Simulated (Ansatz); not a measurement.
The lowest singlet and triplet of FHSi (SMILES F[SiH]); geometries from B3LYP-D3(BJ)/def2-TZVP, each state relaxed from the structure named, with no frequency check.
Singlet at the triplet's geometry (charge 0, multiplicity 1):
```csv
atom,x (Å),y (Å),z (Å)
F,0.9261,-0.4626,0.0000
Si,-0.4757,0.3370,0.0000
H,-1.6752,-0.5540,0.0000
```

```tsv
level	gap E(singlet) − E(triplet), vertical, at the triplet's geometry (kcal/mol)	cost
U-HF/cc-pV(T+d)Z (spin-contaminated)	-18.36	-
U-SVWN5/def2-TZVPP	-31.11	×0.9
R-PBE/def2-TZVPP	-28.06	×1
U-PBE/def2-TZVPP	-28.06	×2
U-r2SCAN/def2-TZVPP (spin-contaminated)	-22.81	×5
U-B3LYP/def2-TZVPP	-32.25	×2
R-PBE0/def2-TZVPP	-26.80	×1
R-wB97M-V/def2-TZVPP	-37.22	×3
R-B2PLYP/def2-TZVPP	-32.05	×2
R-MP2/cc-pV(D+d)Z	-28.70	-
R-MP2/cc-pV(T+d)Z	-29.59	-
R-SCS-MP2/cc-pV(T+d)Z	-33.76	-
U-SCS-MP2/cc-pV(T+d)Z (spin-contaminated)	-27.38	-
R-CCSD/cc-pV(D+d)Z	-32.42	-
R-CCSD/cc-pV(T+d)Z	-32.52	-
R-CCSD/cc-pV(Q+d)Z	-32.32	-
U-CCSD(T)/cc-pV(T+d)Z (spin-contaminated)	-32.89	×8
SA-CASSCF(2,2)/cc-pV(T+d)Z	-28.38	-
SA-CASSCF(2,2)/cc-pV(Q+d)Z	-28.13	-
FIC-MRCISD+Q on SA-CASSCF(2,2)/cc-pV(Q+d)Z	-33.13	-
```

The rows run from -37.22 (R-wB97M-V/def2-TZVPP) to -18.36 kcal/mol (U-HF/cc-pV(T+d)Z (spin-contaminated)). From cc-pV(D+d)Z to cc-pV(T+d)Z R-MP2 changes by -0.90. The 4 R-functionals in def2-TZVPP without D3 or D4 span 10.42, from R-wB97M-V to R-PBE0.

A positive gap puts the triplet lower; no zero-point energy. R- takes a restricted singlet. U- takes an unrestricted singlet (broken symmetry where lower, unprojected). The triplet is unrestricted in single-reference levels. Active spaces average the two states.

Frozen-core correlation.

Doubts at one or more of the structures used: a restricted determinant that unrestricted orbitals would lower (R-B2PLYP/def2-TZVPP, R-MP2/cc-pV(D+d)Z, R-MP2/cc-pV(T+d)Z, R-SCS-MP2/cc-pV(T+d)Z, R-CCSD/cc-pV(D+d)Z, R-CCSD/cc-pV(T+d)Z, R-CCSD/cc-pV(Q+d)Z); T1 above 0.05 (U-CCSD(T)/cc-pV(T+d)Z (spin-contaminated)).

The values were computed with Ansatz (a program for electronic structure) with Gaussian orbitals. Values without a source in brackets are computed.

Costs are rough ratios of core time to R-PBE/def2-TZVPP (about 1.5 s over the structures, on one shared machine); a dash marks a level with no comparable run of its own.
